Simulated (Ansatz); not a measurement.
`[CH3][Ge]([F])([F])[AlH2]`, relaxed with RKS PBE0-D4/def2-TZVP in Ansatz 0.2.0 from a PBE-D4/def2-SVP geometry. The force threshold is 0.005 eV/Å; the program also tests the step.

Charge 0, multiplicity 1.

Start:

```xyz
10

C     0.187   -0.654   -1.660
Ge   -0.512   -0.216    0.112
F    -2.100    0.522   -0.164
F    -0.901   -1.770    0.872
Al    0.577    1.162    1.903
H    -0.548   -1.289   -2.192
H     0.356    0.275   -2.241
H     1.145   -1.202   -1.567
H     2.023    1.809    1.669
H    -0.226    1.363    3.269
```

How much energy does the relaxation release, and in how many steps? (An estimate is asked.)

The calculation gave: 0.03 eV, in 7 steps.

Which bonds change most? (An estimate is asked.)

Ansatz gave: Ge2–F3 from 1.773 to 1.751 Å; Ge2–F4 from 1.773 to 1.751 Å; C1–Ge2 from 1.955 to 1.938 Å; C1–H7 from 1.108 to 1.091 Å.

Give the relaxed structure. (An estimate is asked.)

The calculation gave: 
```xyz
10

C     0.188   -0.645   -1.644
Ge   -0.512   -0.218    0.112
F    -2.084    0.494   -0.184
F    -0.900   -1.763    0.838
Al    0.572    1.162    1.906
H    -0.544   -1.266   -2.163
H     0.357    0.267   -2.218
H     1.127   -1.193   -1.556
H     2.004    1.790    1.645
H    -0.207    1.372    3.264
```
